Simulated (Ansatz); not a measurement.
Species: C$_{2}$H$_{3}$ClSi, charge 0, singlet. C2H3ClSi (SMILES Cl[SiH2]C#C).
B3LYP-D3(BJ)/def2-TZVP minimum from Ansatz (a first-principles code):
```xyz
7

Si    -0.3921    -0.5080     0.5060
Cl    -1.2190     0.8953    -0.7590
C      1.4172    -0.4771     0.3511
C      2.6186    -0.4649     0.2562
H     -0.9027    -1.8343     0.1191
H     -0.7800    -0.1694     1.8859
H      3.6792    -0.4521     0.1705
```

Atomisation energy term by term, kcal/mol (programs: Ansatz). UHF or UKS for unpaired electrons; spin-orbit terms are left out. Cores are frozen in correlated methods. Rows without X2C or -DK are non-relativistic. CBS(X,Y): correlation extrapolated as X^-3, Hartree-Fock from the larger set. A bracket is a step between two methods taken in the basis named. '+ core + X2C': CCSD(T) terms for core correlation (cc-pwCVTZ, 1s frozen past Ne) and scalar relativity (cc-pVTZ-DK). For partners of very few electrons the exact lower level stands in for a higher one.

| term | basis | kcal/mol |
|---|---|---|
| Hartree-Fock | cc-pV(Q+d)Z | 474.81 |
| CCSD correlation | CBS(cc-pV(T+d)Z,cc-pV(Q+d)Z) | 151.72 |
| (T) | CBS(cc-pV(T+d)Z,cc-pV(Q+d)Z) | 12.91 |
| CCSDT(Q) - CCSD(T) | cc-pV(D+d)Z | 0.63 |
| core correlation | cc-pwCVTZ | 2.17 |
| scalar relativity | X2C, cc-pVTZ-DK | -1.21 |
| sum: De |  | 641.0 |
